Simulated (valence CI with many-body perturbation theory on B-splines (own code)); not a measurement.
## E1 transitions of Ho⁶²⁺

Computed by configuration interaction combined with many-body perturbation theory (CI+MBPT): three valence electrons over a frozen Dirac-Fock core [He], a basis of 11 s, 11 p, 10 d, 8 f, 5 g, 2 h functions for each j, with the one-electron correlation potential Σ1 (screened to all orders), the two-electron term Σ2, the three-electron term Σ3, Breit, model QED; selected single and double excitations, second order for the rest, scaled by the run's own slope (own B-spline code, finite nucleus).

The last digits are not significant, and no measured levels were compared; by estimate large intervals hold to a few tenths of a per cent, small ones and those within an open d or f shell to about a per cent.

Lines 51 to 100 of 576 in falling wavelength, among levels below 12227 eV, chosen from the strongest by gf and those to the six lowest levels. Wavelengths and rates use the calculated energies. Electric multipoles are in the length gauge, E1 and E2 with the static RPA response of the core. Weak lines are less certain than strong ones. Lines between different terms over intervals too small for the method are left out, as are lines whose strength nearly cancels. The highest levels of a list are the least certain.

Levels are named by their leading jj configuration (3d3/2^4 stands for four electrons in 3d with j = 3/2), which in mixed levels can hold well under half, so a name can repeat and another be missing. Letters in brackets count levels of one name in rising energy.

```tsv
λ vac (nm)	Upper	Lower	A (s⁻¹)	S (a.u.)
8.494	(2s 2p1/2 4p3/2) J=3/2 [b]	(2s 2p1/2 4s) J=3/2	5.33e+10	6.45e-02
7.720	(2s 2p1/2 2p3/2) J=3/2 [a]	(2s^2 2p3/2) J=3/2	8.07e+08	7.33e-04
7.564	(2p3/2^2 3d5/2) J=5/2 [a]	(2p3/2^2 3p3/2) J=5/2	1.72e+10	2.20e-02
7.185	(2p1/2 2p3/2 3p3/2) J=7/2	(2s 2p3/2 3p3/2) J=5/2 [b]	1.84e+10	2.69e-02
6.236	(2s 2p1/2 2p3/2) J=5/2	(2s^2 2p3/2) J=3/2	6.88e+09	4.94e-03
5.406	(2s 2p1/2^2) J=1/2	(2s^2 2p1/2) J=1/2	1.86e+10	2.91e-03
5.189	(2p1/2^2 3p3/2) J=3/2	(2s 2p1/2 3p3/2) J=1/2	5.80e+10	1.60e-02
5.187	(2p1/2^2 4f7/2) J=7/2	(2s 2p1/2 4f7/2) J=9/2	2.66e+10	1.46e-02
5.131	(2p1/2^2 2p3/2) J=3/2	(2s 2p1/2 2p3/2) J=1/2	1.19e+10	3.17e-03
5.113	(2p1/2^2 4d5/2) J=5/2	(2s 2p1/2 4d5/2) J=7/2	3.28e+10	1.30e-02
4.954	(2p1/2^2 3d5/2) J=5/2	(2s 2p1/2 3d5/2) J=7/2	3.61e+10	1.30e-02
4.727	(2s 2p1/2 2p3/2) J=1/2	(2s^2 2p3/2) J=3/2	1.46e+10	1.52e-03
4.693	(2s 2p1/2 2p3/2) J=3/2 [b]	(2s^2 2p3/2) J=3/2	1.05e+10	2.14e-03
4.075	(2p1/2 2p3/2 3d3/2) J=5/2 [b]	(2p1/2 2p3/2 3p1/2) J=3/2 [b]	1.40e+11	2.81e-02
4.064	(2p1/2^2 2p3/2) J=3/2	(2s 2p1/2 2p3/2) J=5/2	6.40e+10	8.48e-03
4.019	(2s 2p1/2 3d3/2) J=3/2 [b]	(2s 2p1/2 3p1/2) J=1/2 [b]	1.40e+11	1.80e-02
4.003	(2p1/2 2p3/2 3d3/2) J=3/2 [b]	(2p1/2 2p3/2 3p1/2) J=3/2 [b]	1.65e+11	2.09e-02
3.955	(2s 2p1/2 3d3/2) J=1/2	(2s 2p1/2 3p1/2) J=1/2 [b]	2.40e+11	1.47e-02
3.955	(2s 2p3/2 3d3/2) J=3/2 [b]	(2s 2p3/2 3p1/2) J=1/2	8.99e+10	1.10e-02
3.890	(2p1/2 2p3/2 3d3/2) J=1/2 [b]	(2p1/2 2p3/2 3p1/2) J=3/2 [b]	2.27e+11	1.32e-02
3.876	(2s 2p3/2 3d3/2) J=5/2 [a]	(2s 2p3/2 3p1/2) J=5/2	1.59e+11	2.75e-02
3.862	(2p3/2^2 3p3/2) J=5/2	(2p3/2^2 3s) J=3/2	2.04e+11	3.48e-02
3.851	(2s 2p3/2 3d3/2) J=5/2 [a]	(2s 2p3/2 3p1/2) J=3/2 [a]	1.33e+11	2.25e-02
3.845	(2p3/2^2 3p3/2) J=1/2	(2p3/2^2 3s) J=3/2	4.22e+11	2.37e-02
3.840	(2p1/2 2p3/2 3p3/2) J=3/2 [a]	(2p1/2 2p3/2 3s) J=3/2 [b]	1.25e+11	1.39e-02
3.839	(2p3/2^2 3d3/2) J=5/2	(2p3/2^2 3p1/2) J=5/2	1.54e+11	2.57e-02
3.834	(2p3/2^2 3d3/2) J=3/2 [a]	(2p3/2^2 3p1/2) J=3/2	2.32e+11	2.58e-02
3.830	(2p3/2^2 3d3/2) J=3/2 [b]	(2p3/2^2 3p1/2) J=1/2	2.68e+11	2.97e-02
3.828	(2p3/2^2 3d3/2) J=7/2	(2p3/2^2 3p1/2) J=5/2	2.98e+11	6.60e-02
3.813	(2p3/2^2 3d3/2) J=5/2	(2p3/2^2 3p1/2) J=3/2	1.38e+11	2.27e-02
3.806	(2p1/2 2p3/2 3d3/2) J=3/2 [a]	(2p1/2 2p3/2 3p1/2) J=3/2 [a]	1.06e+11	1.16e-02
3.796	(2s 2p3/2 3d3/2) J=7/2	(2s 2p3/2 3p1/2) J=5/2	2.77e+11	5.99e-02
3.793	(2s 2p3/2 3d3/2) J=5/2 [b]	(2s 2p3/2 3p1/2) J=3/2 [b]	2.70e+11	4.36e-02
3.792	(2p1/2 2p3/2 3d3/2) J=5/2 [a]	(2p1/2 2p3/2 3p1/2) J=3/2 [a]	2.29e+11	3.70e-02
3.786	(2s 2p3/2 3d3/2) J=3/2 [a]	(2s 2p3/2 3p1/2) J=3/2 [a]	2.50e+11	2.68e-02
3.781	(2s 2p1/2 3d3/2) J=3/2 [a]	(2s 2p1/2 3p1/2) J=1/2 [a]	2.81e+11	3.00e-02
3.773	(2s 2p3/2 3p3/2) J=3/2 [a]	(2s 2p3/2 3s) J=3/2 [a]	3.64e+11	3.85e-02
3.768	(2p3/2^2 3d3/2) J=1/2	(2p3/2^2 3p1/2) J=3/2	3.05e+11	1.61e-02
3.767	(2s^2 3d3/2) J=3/2	(2s^2 3p1/2) J=1/2	2.93e+11	3.09e-02
3.763	(2p1/2 2p3/2 3d3/2) J=7/2	(2p1/2 2p3/2 3p1/2) J=5/2	2.82e+11	5.92e-02
3.756	(2p1/2^2 3d3/2) J=3/2	(2p1/2^2 3p1/2) J=1/2	2.75e+11	2.87e-02
3.756	(2s 2p1/2 3d3/2) J=5/2	(2s 2p1/2 3p1/2) J=3/2	2.81e+11	4.41e-02
3.742	(2s 2p3/2 3d3/2) J=1/2 [a]	(2s 2p3/2 3p1/2) J=3/2 [a]	3.38e+11	1.75e-02
3.741	(2p3/2^2 3p3/2) J=7/2	(2p3/2^2 3s) J=5/2	4.79e+11	9.91e-02
3.740	(2p3/2^2 3p3/2) J=5/2	(2p3/2^2 3s) J=5/2	2.45e+11	3.79e-02
3.739	(2p1/2 2p3/2 3d3/2) J=3/2 [a]	(2p1/2 2p3/2 3p1/2) J=1/2	1.65e+11	1.71e-02
3.737	(2s 2p1/2 3p3/2) J=3/2 [b]	(2s 2p1/2 3s) J=1/2 [b]	2.50e+11	2.58e-02
3.725	(2p1/2 2p3/2 3p3/2) J=1/2 [a]	(2p1/2 2p3/2 3s) J=1/2	2.60e+11	1.33e-02
3.714	(2s 2p3/2 3d3/2) J=1/2 [b]	(2s 2p3/2 3p1/2) J=1/2	2.38e+11	1.20e-02
3.684	(2p1/2 2p3/2 3p3/2) J=5/2 [a]	(2p1/2 2p3/2 3s) J=3/2 [a]	4.22e+11	6.24e-02
```
